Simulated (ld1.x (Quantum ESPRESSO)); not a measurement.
# Ge (Z = 32): one change to an ultrasoft potential, before and after

```json
{
  "Element": "germanium",
  "Generator": "ld1.x (Quantum ESPRESSO) 7.5",
  "Type": "ultrasoft",
  "Functional": "LDA (PZ)",
  "Relativity": "scalar-relativistic",
  "Frozen core": "[Ar] 3d10",
  "Valence charge": "4",
  "Reference configuration": "4s2 4p2",
  "Partial waves": "4s (bound): rcut 1.65, rcutus 1.80 bohr; 4s channel at 1.7 Ry: rcut 1.65, rcutus 1.80 bohr; 4p (bound): rcut 1.90, rcutus 2.35 bohr; 4p channel at 0.1 Ry: rcut 1.90, rcutus 2.35 bohr",
  "Local potential": "all-electron potential smoothed inside 1.40 bohr (lloc = -1)",
  "Core correction": "none",
  "Augmentation charge": "PSQ, radius 1.25 bohr"
}
```

Change: augmentation PSQ, inside the norm-conserving radii.

Cutoffs: the cutoffs (Ry, on a coarse ladder) from which the occupation-weighted sum of valence levels, in a spherical-Bessel basis at the reference potential, stays within 10 and 1 mRy of its value at 400 Ry; they do not see the model core or the augmentation charge, which bear on the density cutoff. Errors are all-electron minus pseudo energies relative to the spin-unpolarised reference configuration.

**Question.** What does the change do?

**Answer.** The potential gets neither clearly harder nor softer (10 Ry and 15 Ry → 10 Ry and 15 Ry); of the 9 tests that both files solve, the error grows in 0 and shrinks in 2 by more than 15 % and 0.3 meV (median size 28.6 → 31.0 meV); neither file shows a bound ghost.

```tsv
quantity	base	changed
cutoff, loose	10 Ry	10 Ry
cutoff, tight	15 Ry	15 Ry
bound ghosts	none	none
error for 4s2 4p1, meV [ΔE 7.64 eV]	+2.7	+2.7
error for 4s2 4p0, meV [ΔE 23.35 eV]	+29	+31
error for 4s1 4p0, meV [ΔE 58.57 eV]	+210	+235
error for 4s1 4p3, meV [ΔE 8.04 eV]	+13	+8.7
error for 4s1 4p2, meV [ΔE 16.41 eV]	+16	+14
error for 4s2 4p2.3, meV [ΔE -0.93 eV]	+0.3	+0.2
error for 4s0 4p4, meV [ΔE 16.36 eV]	+63	+46
error for 4s2 4p2 (spin-polarised), meV [ΔE -0.56 eV]	+80	+71
error for 4s2 4p1 (spin-polarised), meV [ΔE 7.45 eV]	+37	+33
s: phases at 2.56 bohr within 0.05 rad from the reference energy up to (Ry; the scan ends near 5)	to the end of the scan	to the end of the scan
p: phases at 2.56 bohr within 0.05 rad from the reference energy up to (Ry; the scan ends near 5)	3.5	3.5
lowest overlap eigenvalue by channel	s 0.38, p 0.61	s 0.38, p 0.61
```
